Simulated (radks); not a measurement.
Question: The mean radii <r> (bohr) of the occupied orbitals of an atom or ion are listed with their occupations. All-electron calculation, Dirac Kohn-Sham, PBE, spin-unpolarised, spherical densities, finite nucleus; Fermi nuclear charge, rms radius of each element as measured or else 0.836 A^(1/3) + 0.57 fm. Program: a radial shooting solver on a logarithmic mesh with Libxc functionals.

orbital  occ.      <r>
1s1/2       2  0.05213
2s1/2       2   0.2350
2p1/2       2   0.2041
2p3/2       4   0.2074
3s1/2       2   0.7118
3p1/2       2   0.7421
3p3/2       4   0.7530
3d3/2       4    1.040
3d5/2       6    1.053
4s1/2       1    2.936

Name the element and its charge. Open shells, if any, fill j = l - 1/2 first.

Answer: Z = 29, copper, charge 0: Cu in [Ar] 3d10 4s1. The 1s radius gives Z: for a bare nucleus <r> = (2 gamma + 1)/(2Z) with gamma = sqrt(1 - (Z/c)^2), 0.05094 bohr for Z = 29, and screening makes it slightly larger (0.05213 here). The occupations add up to 29, and the charge is Z minus that.
